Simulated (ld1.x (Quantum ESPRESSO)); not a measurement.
# What one change does to a pseudopotential (F (Z = 9), PAW)

- Element: F
- Generator: ld1.x (Quantum ESPRESSO) 7.5
- Type: PAW
- Functional: PBE
- Relativity: scalar-relativistic
- Frozen core: [He]
- Valence charge: 7
- Reference configuration: 2s2 2p5
- Partial waves: 2s (bound): rcut 0.55, rcutus 0.60 bohr; 2s channel at -1.75 Ry: rcut 0.55, rcutus 0.60 bohr; 2p (bound): rcut 0.85, rcutus 1.05 bohr; 2p channel at -0.35 Ry: rcut 0.85, rcutus 1.05 bohr; 3d channel at 0.5 Ry: rcut 0.90, rcutus 1.05 bohr; 3d channel at 1.05 Ry: rcut 0.90, rcutus 1.05 bohr
- Local potential: all-electron potential smoothed inside 0.90 bohr (lloc = -1)
- Core correction: a·sin(br)/r model core, default radius (core density twice the valence density)
- Augmentation charge: PSQ, inside the norm-conserving radii

Change: waves 3d channel at 0.5 Ry: rcut 0.90, rcutus 1.40 bohr; 3d channel at 1.05 Ry: rcut 0.90, rcutus 1.40 bohr.

Cutoffs: the cutoffs (Ry, on a coarse ladder) from which the occupation-weighted sum of valence levels, in a spherical-Bessel basis at the reference potential, stays within 10 and 1 mRy of its value at 400 Ry; they do not see the model core or the augmentation charge, which bear on the density cutoff. Errors are all-electron minus pseudo energies relative to the spin-unpolarised reference configuration.

What does the change do?

Both files keep a bound ghost (s); the errors of the 7 common tests hardly move.

```tsv
quantity	base	changed
cutoffs, loose and tight	110 Ry, 180 Ry	not determined
bound ghosts	s	s (d not tested, overlap not positive)
error for 2s2 2p4, meV [ΔE 19.39 eV]	-1.6	-1.6
error for 2s2 2p3, meV [ΔE 57.78 eV]	-9.6	-9.6
error for 2s2 2p2, meV [ΔE 118.41 eV]	-29	-29
error for 2s1 2p6, meV [ΔE 18.81 eV]	-0.8	-0.8
error for 2s2 2p5.3, meV [ΔE -2.67 eV]	+0.3	+0.3
error for 2s2 2p4.5, meV [ΔE 7.54 eV]	-0.5	-0.5
error for 2s1 2p5, meV [ΔE 38.49 eV]	-2.3	-2.3
lowest overlap eigenvalue by channel	s 0.73, p 0.96, d 0.85	s 0.73, p 0.96, d -0.23
```

Changed file: the overlap operator is not positive definite in a basis up to 400 Ry (lowest eigenvalue d -0.23), so the file is unfit for use: the generalised eigenproblem breaks down once the basis is large enough, and its test numbers describe a broken file. A true bound ghost makes a file unfit for plane-wave use even where its test errors are small: the radial tests pick states by their node count and pass the ghost by.
